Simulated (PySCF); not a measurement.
Species: C₂H₅ClOSi.
SMILES with atom numbers: `[SiH3:1][O:2]/[CH:3]=[CH:4]/[Cl:5]` (hydrogens: H6, H7, H8 on Si1; H9 on C3; H10 on C4)

Computed with PySCF at B3LYP/def2-SVPD, non-relativistic, on one gas-phase PBE0-D3(BJ)/def2-SVP geometry that isn't relaxed in the solvent. The solvent is an IEF-PCM continuum (van der Waals radii × 1.2), and excitations are vertical TDDFT with non-equilibrium linear response and a frozen core. The model holds no explicit solvent molecules, cavitation or dispersion.

Gas-phase singlets (H = HOMO, L = LUMO):

```json
{"state": "S1", "E (eV)": "5.135", "λ (nm)": "241", "f": "0.000", "leading configurations": "H→L 97%"}
{"state": "S2", "E (eV)": "5.976", "λ (nm)": "207", "f": "0.375", "leading configurations": "H→L+1 94%"}
{"state": "S3", "E (eV)": "6.128", "λ (nm)": "202", "f": "0.002", "leading configurations": "H→L+2 64%, H→L+4 25%, H→L+3 9%"}
{"state": "S4", "E (eV)": "6.216", "λ (nm)": "199", "f": "0.006", "leading configurations": "H→L+4 40%, H→L+2 34%, H→L+3 20%"}
{"state": "S5", "E (eV)": "6.367", "λ (nm)": "195", "f": "0.008", "leading configurations": "H→L+3 67%, H→L+4 30%"}
```

**Question.** What are the lowest 5 singlets in cyclohexane (ε = 2.017)?

**Answer.** 
```
state  E (eV)  λ (nm)      f  leading configurations  change by rank (eV)
   S1   5.228     237  0.000                 H→L 96%               +0.093
   S2   5.903     210  0.465               H→L+1 95%               -0.073
   S3   6.139     202  0.000    H→L+3 65%, H→L+2 32%               +0.011
   S4   6.301     197  0.010    H→L+2 65%, H→L+3 29%               +0.085
   S5   6.484     191  0.004               H→L+4 96%               +0.117
```

**Question.** The ground-state energy changes by -0.049 eV from gas to cyclohexane. By how much does the total energy of gas-phase S1 change?

**Answer.** E(S1) = E(S0) + excitation energy, so it changes by -0.049 + 0.093 = +0.044 eV: it isn't lowered at all, while the ground state is. This is the vertical state, with the slow part of the continuum still set for S0.

**Question.** How do the frontier levels move from gas to cyclohexane?

**Answer.** 
```csv
orbital,gas (eV),solvent (eV),change (eV)
LUMO+2,0.30,0.43,+0.13
LUMO+1,-0.33,-0.27,+0.06
LUMO,-0.48,-0.35,+0.13
HOMO,-6.54,-6.53,+0.01
HOMO-1,-8.67,-8.72,-0.05
HOMO-2,-9.39,-9.30,+0.09
HOMO-3,-9.46,-9.38,+0.08
```

The HOMO–LUMO gap goes from 6.06 to 6.17 eV.

Shape of the structure used: `[SiH3:1][O:2]/[CH:3]=[CH:4]/[Cl:5]`: Si1–O2–C3–C4 174°.
